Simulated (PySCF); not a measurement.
C2H4FNOSi, SMILES C[Si@@H](F)OC#N. Heavy atoms are numbered as in [CH3:1][Si@@H:2]([F:3])[O:4][C:5]#[N:6]. Hydrogens are named by the atom that carries them.

Geometry: PBE0-D3(BJ)/def2-SVP. The structure was generated by enumeration; whether it is a known compound was not checked. The values are those of a single conformer.

These are PySCF with r2SCAN/def2-TZVP values and carry that method's errors.

Atomic charges (e), one atom of each kind:

| atom | Mulliken | IAO |
|---|---|---|
| C1 (CH3) | -0.46 | -0.79 |
| Si2 (SiH) | 0.68 | 1.46 |
| F3 | -0.31 | -0.52 |
| O4 | -0.31 | -0.52 |
| C5 | 0.14 | 0.32 |
| N6 | -0.17 | -0.34 |
| H on C1 | 0.14 | 0.18 |
| H on Si2 | -0.02 | -0.15 |

Computed Mayer and Wiberg (Löwdin basis) orders of the bonds:
```csv
bond,Mayer,Wiberg
C1–Si2,1.05,1.26
Si2–F3,1.13,1.72
Si2–O4,0.95,1.27
O4–C5,1.18,1.88
C5–N6,2.92,3.34
```
